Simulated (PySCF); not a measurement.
TDDFT excited states: C4H8OSi2

Compound: C₄H₈OSi₂.
InChI=1S/C4H8OSi2/c6-5-7-3-1-2-4-7/h1-4,7H,6H3

Method used: TDDFT wB97X-D/def2-SVPD, vertical, gas phase, core orbitals frozen in the response (PySCF 2.14.0, density-fitted response routines). Geometry: PBE0-D3(BJ)/def2-SVP, one conformer, isolated molecule. Torsions of this conformer, `[SiH3:1][O:2][SiH:3]1[CH:4]=[CH:5][CH:6]=[CH:7]1`: Si1–O2–Si3–C4 -59°.

Question: What does the calculation give for the low-lying excited states?

Answer: 

```
state  E (eV)  ν̃ (cm⁻¹)       f  |μ| (D)  main configurations (H = HOMO, L = LUMO)
   S1    4.23      34140   0.042     1.61                                 H→L (98%)
   S2    5.30      42770  0.0035     0.42                  H-1→L (83%), H-4→L (14%)
   S3    5.72      46120  0.0069     0.56                               H-2→L (86%)
   S4    6.83      55080   0.019     0.86     H→L+4 (34%), H-3→L (31%), H-5→L (27%)
   S5    6.89      55550  0.0001     0.05                  H→L+2 (52%), H→L+3 (37%)
   S6    7.15      57680  0.0007     0.16     H-6→L (33%), H-3→L (24%), H-5→L (21%)
   S7    7.19      58030  0.0029     0.33    H-4→L (51%), H-1→L+1 (14%), H-1→L (9%)
   S8    7.42      59860  0.0095     0.58                  H→L+1 (70%), H→L+3 (10%)
   S9    7.50      60450   0.121     2.06     H→L+4 (37%), H-3→L (22%), H-6→L (22%)
  S10    7.70      62080   0.031     1.03     H→L+5 (27%), H-6→L (23%), H-5→L (15%)
```

Triplets, Tamm–Dancoff:

| state | E (eV) | λ (nm) | main configurations (H = HOMO, L = LUMO) |
| --- | --- | --- | --- |
| T1 | 2.64 | 469.2 | H→L (94%) |
| T2 | 4.81 | 258.0 | H-5→L (28%), H-3→L (26%), H→L+4 (16%) |
| T3 | 4.88 | 253.9 | H-1→L (79%), H-4→L (16%) |
| T4 | 5.30 | 234.0 | H-2→L (73%), H-5→L (15%) |

The lowest singlet comes at 293 nm (408 kJ/mol) in the ultraviolet; it is of moderate strength; its leading configuration is HOMO→LUMO (98%). The strongest level in the table is S9 at 7.50 eV (165 nm, f = 0.121). Löwdin shares by element: HOMO carbon 88%; LUMO carbon 72% (atoms not listed hold the other 28%). The oscillator strengths of these states sum to 0.236; summed over the whole spectrum of an exact calculation they would give the number of electrons, 68 (Thomas–Reiche–Kuhn). Of the 10 states listed, 4 reach f = 0.01 and 1 stays under 0.0005. Weighted by f, the mean energy of these states is 6.80 eV. All these states lie below the vertical ionisation energy of 8.84 eV (ΔSCF). Singlets were solved by full linear response, triplets in the Tamm–Dancoff approximation.
